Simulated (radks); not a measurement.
Task: Species: Tb I. Configuration: [Xe] 4f9 6s1 6p1 (not the ground configuration). Method: scalar-relativistic Kohn-Sham, PBE, spin-polarised, spherical densities, finite nucleus; open shells are filled with parallel spins first (spin-orbit coupling, left out, can overturn this in heavy ions); Fermi nuclear charge, rms radius 5.06 fm; computed with a radial shooting solver on a logarithmic mesh with Libxc functionals. Some entries of the table are withheld. Estimate them.

orbital,occ.,eigenvalue (hartree),r(max) (bohr)
1s up,1,-1905.545,0.01364
1s down,1,-1905.544,0.01364
2s up,1,-315.9096,0.07750
2s down,1,-315.9080,0.07750
2p up,3,-280.7407,0.06280
2p down,3,-280.7395,0.06280
3s up,1,-70.11654,0.2198
3s down,1,-70.04853,0.2197
3p up,3,-59.26775,0.2158
3p down,3,-59.20000,0.2157
3d up,5,-45.11954,0.1765
3d down,5,-45.06768,0.1764
4s up,1,-13.97515,0.5048
4s down,1,-13.81979,0.5047
4p up,3,-10.40330,0.5271
4p down,3,-10.24915,0.5269
4d up,5,-5.49947,0.5469
4d down,5,-5.34669,0.5467
5s up,1,-1.82321,1.179
5s down,1,-1.73972,1.188
5p up,3,(1),1.343
5p down,3,(2),1.360
4f up,7,-0.20642,0.5549
6s up,1,-0.17811,3.478
6s down,0,-0.13358,3.421
6p up,1,-0.07558,4.568
4f down,2,-0.07309,0.5572

Result: 
(1) 5p up eigenvalue (hartree): -0.98258
(2) 5p down eigenvalue (hartree): -0.91921
